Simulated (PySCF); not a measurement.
Vibration and rotation of ScSi

ROHF-CCSD(T) constants of ScSi, ⁴Σ⁻ (quartet), unpaired electrons σ ↑, π ↑↑ (Sc def2-TZVPP, Si def2-TZVPP; no relativity (PySCF 2.14); masses 44.9559 and 27.9769 u):

```
ωe                      : 351.4 cm⁻¹
ωexe                    : 1.55 cm⁻¹
Be                      : 0.15246 cm⁻¹
αe                      : 0.000836 cm⁻¹
D (centrifugal)         : 1.15e-07 cm⁻¹
De to Sc (3d1 4s2) + Si : 1.92 eV
```

(1) Give the vibrational terms G(v) and spacings up to v = 6.

(2) How well does the Morse estimate ωe²/(4ωexe) reproduce De, and what is D0?

Correlated steps freeze 10 core orbitals. The CCSD T1 diagnostic is raised, a sign that a single reference may not be enough here. The state is the lowest single determinant that the PBE0 search found; with open d or f shells the true ground state can be another one.

## Answers

(1) G(v) = ωe(v+½) − ωexe(v+½)².

```tsv
v	G(v) (cm⁻¹)	G(v) − G(v−1)	Bv (cm⁻¹)
0	175.3		0.1520
1	523.6	348.3	0.1512
2	868.8	345.2	0.1504
3	1210.9	342.1	0.1495
4	1549.9	339.0	0.1487
5	1885.8	335.9	0.1479
6	2218.6	332.8	0.1470
```

(2) It gives 2.47 eV, 129 % of the computed De. D0 = De − G(0) = 1.92 − 0.02 = 1.90 eV.
